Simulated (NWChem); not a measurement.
Everything below was run with NWChem. System: F4S, charge 0, spin multiplicity 3, at the geometry of a parent with another charge or spin, in a state set for the comparison that need not be this species' ground state. Its SCF solution wasn't tested for a lower state. Level: UMP2/def2-SVP, 9 core orbitals frozen.

Job file:

```
start mol
memory heap 200 mb stack 900 mb global 1100 mb
geometry units angstroms nocenter noautoz
  F      0.000000    -1.242396    -0.639768
  S      0.000000     0.000000     0.389411
  F      1.685546     0.000000     0.293625
  F     -1.685546     0.000000     0.293625
  F      0.000000     1.242396    -0.639768
  symmetry group C2v
end
basis spherical
  * library def2-svp
end
scf
  uhf
  nopen 2
  maxiter 100
  thresh 1e-7
  semidirect memsize 60000000 filesize 0
  # guess.movecs holds the orbitals of an unrestricted PBE0 run
  vectors input guess.movecs output mol.movecs
end
mp2
  freeze core 9
end
task mp2 energy
```

Part of the output:

```
             Northwest Computational Chemistry Package (NWChem) 7.3.0
             --------------------------------------------------------

                                NWChem Input Module
                                -------------------

 Scaling coordinates for geometry "geometry" by  1.889725989
 (inverse scale =  0.529177249)

 Turning off AUTOSYM since
 SYMMETRY directive was detected!

                             Geometry "geometry" -> ""
                             -------------------------

 Output coordinates in angstroms (scale by  1.889725989 to convert to a.u.)

  No.       Tag          Charge          X              Y              Z
 ---- ---------------- ---------- -------------- -------------- --------------
    1 F                    9.0000     0.00000000    -1.24239600    -0.63976800
    2 S                   16.0000     0.00000000     0.00000000     0.38941100
    3 F                    9.0000     1.68554600     0.00000000     0.29362500
    4 F                    9.0000    -1.68554600     0.00000000     0.29362500
    5 F                    9.0000     0.00000000     1.24239600    -0.63976800

 Effective nuclear repulsion energy (a.u.)     289.4903652699

            Nuclear Dipole moment (a.u.)
            ----------------------------
        X                 Y               Z
 ---------------- ---------------- ----------------
     0.0000000000     0.0000000000     0.0000037795

      Symmetry information
      --------------------

 Group name             C2v
 Group number             16
 Group order               4
 No. of unique centers     3

      Symmetry unique atoms

     1    2    3


 Summary of "ao basis" -> "" (spherical)
 ------------------------------------------------------------------------------
       Tag                 Description            Shells   Functions and Types
 ---------------- ------------------------------  ------  ---------------------
 *                          def2-svp                  on all atoms

 Summary of "ao basis" -> "ao basis" (spherical)
 ------------------------------------------------------------------------------
       Tag                 Description            Shells   Functions and Types
 ---------------- ------------------------------  ------  ---------------------
 F                          def2-svp                 6       14   3s2p1d
 S                          def2-svp                 8       18   4s3p1d

                                 NWChem SCF Module
                                 -----------------

  ao basis        = "ao basis"
  functions       =    74
  atoms           =     5
  alpha electrons =    27
  beta  electrons =    25
  charge          =   0.00
  wavefunction    = UHF
  use symmetry    = T
  symmetry adapt  = T

 Summary of "ao basis" -> "ao basis" (spherical)
 ------------------------------------------------------------------------------
       Tag                 Description            Shells   Functions and Types
 ---------------- ------------------------------  ------  ---------------------
 F                          def2-svp                 6       14   3s2p1d
 S                          def2-svp                 8       18   4s3p1d

      Symmetry analysis of basis
      --------------------------

        a1         29
        a2          9
        b1         18
        b2         18

 Forming initial guess at       0.0s

   Symmetry analysis of molecular orbitals - initial alpha
   -------------------------------------------------------
[...]
    3 F    9     4.82   1.00  0.58  0.41  1.76  1.07  0.00
    4 F    9     4.82   1.00  0.58  0.41  1.76  1.07  0.00
    5 F    9     4.75   1.00  0.57  0.40  1.71  1.06  0.00

   Mulliken analysis of the beta density
   -------------------------------------

    Atom       Charge   Shell Charges
 -----------   ------   -------------------------------------------------------
    1 F    9     4.66   1.00  0.56  0.43  1.60  1.07  0.00
    2 S   16     6.59   1.00  0.99  0.55  0.03  2.96  0.54  0.31  0.21
    3 F    9     4.55   1.00  0.56  0.43  1.51  1.05  0.00
    4 F    9     4.55   1.00  0.56  0.43  1.51  1.05  0.00
    5 F    9     4.66   1.00  0.56  0.43  1.60  1.07  0.00

   Mulliken analysis of the spin density
   -------------------------------------

    Atom       Charge   Shell Charges
 -----------   ------   -------------------------------------------------------
    1 F    9     0.09   0.00  0.01 -0.02  0.12 -0.01 -0.00
    2 S   16     1.27   0.00  0.00  0.13  0.13  0.01  0.41  0.49  0.11
    3 F    9     0.27  -0.00  0.02 -0.02  0.25  0.02 -0.00
    4 F    9     0.27  -0.00  0.02 -0.02  0.25  0.02 -0.00
    5 F    9     0.09   0.00  0.01 -0.02  0.12 -0.01 -0.00

       Multipole analysis of the density wrt the origin
       ------------------------------------------------

     L   x y z        total         alpha         beta         nuclear
     -   - - -        -----         -----         ----         -------
     0   0 0 0     -0.000000    -27.000000    -25.000000     52.000000

     1   1 0 0      0.000000      0.000000     -0.000000      0.000000
     1   0 1 0      0.000000      0.000000      0.000000      0.000000
     1   0 0 1      0.859888     -0.628458      1.488342      0.000004

     2   2 0 0    -26.565202   -107.998538   -101.187950    182.621285
     2   1 1 0      0.000000     -0.000000      0.000000      0.000000
     2   1 0 1     -0.000000      0.000000     -0.000000      0.000000
     2   0 2 0    -25.539929    -64.302559    -60.455324     99.217954
     2   0 1 1      0.000000      0.000000      0.000000      0.000000
     2   0 0 2    -22.496401    -34.061305    -28.950935     40.515839

                   NWChem MP2 Semi-direct Energy/Gradient Module
                   ---------------------------------------------

  Basis functions       =     74
  Molecular orbitals    =     74
  Frozen core           =      9
  Frozen virtuals       =      0
  Active alpha occupied =     18
  Active beta occupied  =     16
  Active alpha virtual  =     47
  Active beta virtual   =     49
  Use MO symmetry       = T
  Use skeleton AO sym   = T

  AO/Fock/Back tols     =   1.0D-09  1.0D-09  1.0D-09

 GA uses MA = F    GA memory limited = T

 Available:
  local mem=  1.26D+08
 global mem=  1.44D+08
 local disk=  0.00D+00
  mp2_memr nvloc                    47
  nvloc new                    47
   1 passes of  18:        3145728                      32744                   7735452.
   1 passes of  18: M    126153604           G      144168248           F     123007876.

 Semi-direct pass number   1 of   1  for UHF alpha       at        0.5s
  vrange nnbf                  2686
  mp2_eaftype                    29  avail_ma_in_mb                  1099
 EAF : mp2_eaftype filesize          29    3867726.
  mp2_eaf for mointskh                     29
Node 0 wrote     18.2 Mb in      0.0 s     Agg I/O rate:  2864.2 Mb/s
 Done moints_semi at        1.0s
  mp2_eaftype                    29  avail_ma_in_mb                  1070
 EAF : mp2_eaftype filesize          29    3867726.
  mp2_eaf for kh                    29
 Done maket at        1.1s
 Done multipass loop at        1.1s

 GA uses MA = F    GA memory limited = T

 Available:
  local mem=  1.26D+08
 global mem=  1.44D+08
 local disk=  0.00D+00
  mp2_memr nvloc                    49
  nvloc new                    49
   1 passes of  16:        3145728                      31163                   7169243.
   1 passes of  16: M    126153604           G      144168248           F     123007876.

 Semi-direct pass number   1 of   1  for UHF beta        at        1.1s
  vrange nnbf                  2686
  mp2_eaftype                    27  avail_ma_in_mb                  1099
 EAF : mp2_eaftype filesize          27    3584622.
  mp2_eaf for mointskh                     27
Node 0 wrote     16.8 Mb in      0.0 s     Agg I/O rate:  4901.9 Mb/s
 Done moints_semi at        1.6s
  mp2_eaftype                    27  avail_ma_in_mb                  1072
 EAF : mp2_eaftype filesize          27    3584622.
  mp2_eaf for kh                    27
 Done maket at        1.7s
 Done multipass loop at        1.7s

          -------------------------------------------
          SCF energy                -794.523968166010
          Correlation energy          -0.885262204611
          Singlet pairs                0.000000000000
          Triplet pairs                0.000000000000
          Total MP2 energy          -795.409230370621
          -------------------------------------------

          ---------------------------------------------------
                    Spin Component Scaled (SCS) MP2
          Same spin pairs                     -0.249318965013
          Same spin scaling factor             0.333333333333
          Opposite spin pairs                 -0.635943239598
          Opposite spin scaling fact.          1.200000000000
          SCS-MP2 correlation energy          -0.846238209189
          Total SCS-MP2 energy              -795.370206375199
          ---------------------------------------------------

 -----------------------
 Performance information
 -----------------------

 Timer overhead =  1.36D-07 seconds/call

               Nr. of calls         CPU time (s)                 Wall time (s)                GFlops
             ---------------    -------------------     ------------------------------   -------------------
Name         Min   Avg   Max    Min     Avg     Max     Min     Avg     Max   Mx/calls   Min     Max     Sum
mp2: moin     2     2     2    1.1     1.1     1.1      1.1     1.1     1.1    0.53      0.0     0.0     0.0
mp2: make     2     2     2   0.12    0.12    0.12     0.12    0.12    0.12    6.10E-2   0.0     0.0     0.0
mp2: tota     1     1     1    1.2     1.2     1.2      1.2     1.2     1.2     1.2      0.0     0.0     0.0

 The average no. of pstat calls per process was 5.00D+00
 with a timing overhead of 6.81D-07s

 Task  times  cpu:        1.7s     wall:        1.7s

 Total times  cpu:        1.7s     wall:        1.7s
```
